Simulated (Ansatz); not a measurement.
# Worked example: SnH3Br + CBrCl2 → SnH3 + CBr2Cl2

Species: SnH3Br `[Br][SnH3]`, singlet; CBrCl2 `Cl[C](Cl)Br`, doublet; SnH3 `[SnH3]`, doublet; CBr2Cl2 (dibromodichloromethane) `ClC(Cl)(Br)Br`, singlet. A radical takes Br: the energy is the difference in strength between the Sn–Br bond broken and the C–Br bond made.

Shapes, held fixed at every level: PBE0-D4/def2-TZVP. Programs: Ansatz 0.2.0. The zero-point and thermal change to 298 K, harmonic and unscaled (PBE0-D4/def2-TZVP), is -3.2 kJ/mol.

At CCSD(T)/def2-TZVPP; 1 Eh = 2625.50 kJ/mol:

| species | energy (Eh) |
| --- | --- |
| SnH3Br | -2788.186363 |
| CBrCl2 | -3530.123351 |
| SnH3 | -215.393642 |
| CBr2Cl2 | -6102.872812 |

Q: Work out ΔH(298 K) of the reaction at this level.

A: 
1. Products less reactants: (-215.393642) + (-6102.872812) − [(-2788.186363) + (-3530.123351)] = 0.043260 Eh = +113.6 kJ/mol.
2. With the thermal change: +113.6 + (-3.2) = +110.4 kJ/mol.

Other levels give +92.7 (MP2/def2-TZVPP) to +135.0 kJ/mol (r2SCAN0-D4/def2-TZVPP). No measured value is set beside it here. Open shells run unrestricted. For atoms past krypton def2 sets carry core potentials with scalar relativity. Relativity is left out for Br. Outer-core shells of Br, Sn are correlated in most correlated rows, in sets that cover them unevenly. The median of the other levels is +122.0 kJ/mol.
